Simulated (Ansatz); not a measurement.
A nudged elastic band was laid between two geometries of BBrH4N2 (8 atoms, charge 0, multiplicity 1).

The calculation used RKS PBE0/def2-SVP in Ansatz 0.2.0.

| Quantity | Value |
| --- | --- |
| movable images | 5 |
| climbing image | yes |
| spring | 5.0 eV/Å² |
| optimiser | quadratic models (default) |
| start path | through a guess of the saddle point |
| force threshold | 0.03 eV/Å |
| iteration limit | 60 |
| end points | relaxed |

First end point:

```xyz
8
Properties=species:S:1:pos:R:3
N -0.117 1.266 0.002
B -0.238 -0.111 -0.249
N 0.529 -1.118 0.362
Br -1.583 -0.673 -1.556
H -0.694 1.948 -0.466
H 0.544 1.657 0.659
H 0.402 -2.095 0.145
H 1.249 -0.932 1.047
```

Last end point:

```xyz
8
Properties=species:S:1:pos:R:3
N -0.117 1.266 0.003
B -0.238 -0.111 -0.249
N 0.530 -1.118 0.362
Br -1.582 -0.673 -1.557
H -0.695 1.948 -0.465
H 0.545 1.657 0.658
H 1.247 -0.932 1.048
H 0.403 -2.094 0.144
```

**Question.** Which bonds break or form, and what moves?

**Answer.** No bond is made or broken. The height of N1 over the plane of its neighbours goes from 0.00 to 0.00 Å. The two ends are copies of one structure, up to a mirror image or an exchange of like atoms.

**Question.** Give the energies along the band, and the barrier.

**Answer.** The run converged. The highest image is number 3 of 0 to 6, 60.7 kJ/mol above the ends, which have the same energy within 2 meV. A vibrational analysis at the climbing image gives one clearly imaginary mode, 467i cm⁻¹: a first-order saddle point.

| image | path coordinate (Å) | energy (kJ/mol) | height of N1 over the plane of its neighbours (Å) |
| --- | --- | --- | --- |
| 0 | 0.00 | 0.0 | 0.00 |
| 1 | 0.60 | 12.4 | 0.05 |
| 2 | 1.21 | 43.6 | 0.04 |
| 3 | 1.81 | 60.7 | 0.00 |
| 4 | 2.42 | 43.6 | -0.04 |
| 5 | 3.03 | 12.4 | -0.05 |
| 6 | 3.63 | 0.0 | 0.00 |

**Question.** What is the geometry of the highest image?

**Answer.** 
```xyz
8
Properties=species:S:1:pos:R:3:forces:R:3
N -0.186 1.171 0.062 -0.01 0.01 0.00
B -0.238 -0.162 -0.344 0.00 0.00 0.00
N 0.502 -1.255 0.253 -0.01 0.00 0.00
Br -1.433 -0.527 -1.857 0.00 0.00 0.00
H -0.722 1.906 -0.382 0.00 0.00 0.00
H 0.395 1.476 0.832 0.00 -0.01 0.00
H 0.262 -1.469 1.216 0.00 0.00 0.00
H 1.512 -1.197 0.165 0.00 0.00 0.00
```

**Question.** What are the harmonic wavenumbers there?

**Answer.** 467i, 295, 322, 402, 446, 542, 565, 625, 889, 964, 1155, 1395, 1547, 1600, 3593, 3621, 3684, 3735 cm⁻¹.

Run time: 3.2 min on 1 CPU thread of a shared host.
